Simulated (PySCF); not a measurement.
## C₆ coefficients of unlike pairs at wB97X

Calculated with PySCF 2.14 from the dipole response of each species, C₆(A,B) = (3/π) ∫ α_A(iu) α_B(iu) du, in atomic units, from isotropic polarisabilities. For ions this is the dispersion term alone; charge-induced terms of lower order in 1/R come first.

```tsv
species	configuration	basis	relativity	α (bohr³)	C₆ (like pair)
Cu⁺	[Ar] 3d10 (1S)	aug-cc-pVTZ-PP with one added diffuse shell each of s, p, d, f, g type with ECP10MDF (7s7p6d4f3g)	core potential	7.429	24.82
Nb⁺	[Kr] 4d4 (5D)	aug-cc-pVTZ-PP with ECP28MDF (6s6p5d3f2g)	core potential	25.98	166.6
As⁺	[Ar] 3d10 4s2 4p2 (3P)	aug-cc-pVQZ-PP with ECP10MDF (7s6p5d3f2g)	core potential	16.43	98.59
```

**Question.** Estimate C₆ for As⁺ with Nb⁺.

**Answer.** The integral gives 127.1. The combination rule 2 C_A C_B / (C_A α_B/α_A + C_B α_A/α_B) gives 125.7 and the geometric mean 128.2.

No spin-orbit coupling is included.

The other pairs:

```
    pair     C₆
As⁺, Cu⁺  48.25
Nb⁺, Cu⁺  62.57
```
